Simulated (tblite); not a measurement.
Compound: C₄H₁₃NSeSi.
SMILES with atom numbers: `[CH3:1][CH:2]([CH3:3])[Si@:4]([CH3:5])([NH2:6])[SeH:7]` (hydrogens: H8, H9, H10 on C1; H11 on C2; H12, H13, H14 on C3; H15, H16, H17 on C5; H18, H19 on N6; H20 on Se7)

Computed with GFN2-xTB (tblite), gas phase: L-BFGS steps from a force-field or distance-geometry start until the largest atomic force falls under 0.01 eV/Å.

Step 82: E = -627.2220 eV
```
atom  x, y, z in Å  |  force x, y, z in eV/Å
C1     -1.4482    0.2029    1.4330   -0.014   0.006  -0.002
C2     -0.8241   -0.5830    0.2841    0.000  -0.002   0.018
C3     -1.6743   -0.4673   -0.9759    0.010   0.006   0.019
Si4     0.9736   -0.0286   -0.0644    0.013  -0.017   0.014
C5      1.2381    1.8004   -0.4822   -0.008  -0.003   0.000
N6      1.5498   -0.9673   -1.3935   -0.003   0.001  -0.013
Se7     2.2168   -0.3888    1.9051   -0.017  -0.028  -0.006
H8     -0.8306    0.1471    2.3285    0.001  -0.008  -0.021
H9     -2.4330   -0.1925    1.6774   -0.007  -0.009  -0.005
H10    -1.5642    1.2505    1.1643    0.014   0.005  -0.019
H11    -0.7987   -1.6383    0.5784    0.003  -0.009  -0.004
H12    -2.6729   -0.8663   -0.8009    0.015   0.009  -0.003
H13    -1.7720    0.5742   -1.2736    0.004  -0.006   0.004
H14    -1.2189   -1.0145   -1.7971   -0.029   0.007   0.006
H15     2.2964    2.0105   -0.6022   -0.008   0.003   0.007
H16     0.7343    2.0610   -1.4058    0.001   0.012  -0.005
H17     0.8614    2.4409    0.3085    0.002   0.005   0.000
H18     2.4778   -0.7876   -1.7428    0.005   0.005  -0.004
H19     1.3652   -1.9577   -1.4171    0.003  -0.007   0.012
H20     1.5186   -1.5850    2.2732    0.014   0.030   0.002
```

Step 83: E = -627.2220 eV
```
atom  x, y, z in Å  |  force x, y, z in eV/Å
C1     -1.4503    0.2032    1.4325   -0.009   0.005  -0.002
C2     -0.8247   -0.5828    0.2843   -0.008  -0.008   0.013
C3     -1.6746   -0.4666   -0.9760    0.004   0.008   0.012
Si4     0.9733   -0.0295   -0.0641    0.014  -0.052   0.008
C5      1.2380    1.7976   -0.4810   -0.009   0.010  -0.002
N6      1.5496   -0.9661   -1.3956    0.008  -0.007  -0.003
Se7     2.2216   -0.3892    1.9022    0.013   0.030  -0.023
H8     -0.8334    0.1461    2.3282    0.002   0.000  -0.019
H9     -2.4356   -0.1919    1.6765   -0.001  -0.007  -0.011
H10    -1.5657    1.2508    1.1630    0.015   0.002  -0.012
H11    -0.8007   -1.6381    0.5792    0.006  -0.009  -0.008
H12    -2.6738   -0.8638   -0.7995    0.017   0.007  -0.007
H13    -1.7715    0.5745   -1.2749    0.005  -0.002   0.011
H14    -1.2214   -1.0138   -1.7984   -0.025   0.000   0.015
H15     2.2958    2.0070   -0.6009    0.013   0.010   0.006
H16     0.7346    2.0590   -1.4037   -0.010   0.018  -0.027
H17     0.8615    2.4374    0.3095   -0.002   0.021   0.017
H18     2.4788   -0.7856   -1.7431   -0.017   0.001   0.004
H19     1.3683   -1.9577   -1.4152    0.006   0.005   0.007
H20     1.5251   -1.5799    2.2740   -0.021  -0.031   0.020
```

Question: Estimate the geometry and energy of step 84. (The exact step hangs on the optimiser's Hessian estimate; all steps are aligned on step 83, rigid shifts and turns removed.)

Answer: E = -627.2222 eV, largest force 0.034 eV/Å
```
atom  x, y, z in Å  |  force x, y, z in eV/Å
C1     -1.4490    0.2030    1.4330   -0.006   0.002  -0.004
C2     -0.8239   -0.5829    0.2845   -0.003  -0.008   0.009
C3     -1.6742   -0.4670   -0.9753    0.004   0.006   0.010
Si4     0.9740   -0.0295   -0.0647    0.009  -0.032   0.005
C5      1.2381    1.7987   -0.4817   -0.008   0.006  -0.001
N6      1.5497   -0.9658   -1.3965    0.003  -0.008  -0.003
Se7     2.2200   -0.3911    1.9020   -0.002  -0.003  -0.010
H8     -0.8309    0.1464    2.3279    0.001  -0.001  -0.015
H9     -2.4336   -0.1930    1.6778   -0.002  -0.004  -0.010
H10    -1.5647    1.2505    1.1634    0.012   0.001  -0.012
H11    -0.7989   -1.6383    0.5789    0.003  -0.009  -0.005
H12    -2.6727   -0.8659   -0.7995    0.011   0.007  -0.003
H13    -1.7724    0.5740   -1.2738    0.005   0.000   0.010
H14    -1.2206   -1.0137   -1.7978   -0.021   0.000   0.010
H15     2.2961    2.0088   -0.6007    0.006   0.007   0.006
H16     0.7353    2.0600   -1.4052   -0.006   0.013  -0.016
H17     0.8609    2.4388    0.3085   -0.002   0.013   0.011
H18     2.4792   -0.7859   -1.7432   -0.012   0.001   0.001
H19     1.3668   -1.9571   -1.4175    0.008   0.006   0.007
H20     1.5158   -1.5793    2.2768   -0.001   0.003   0.010
```

The energy changes by -0.0002 eV. The first-order estimate −F·Δx gives -0.0003 eV and the mean of the old and new forces, exact on a quadratic surface, -0.0002 eV. The step makes an angle of 79° with the force vector and moves no atom by more than 0.010 Å.

What follows is the cost of the whole relaxation. The run took 0.73 s wall on one thread, Arm Neoverse V2 (aarch64), no GPU, shared host with 32 logical CPUs at a one-minute load of 5.9.
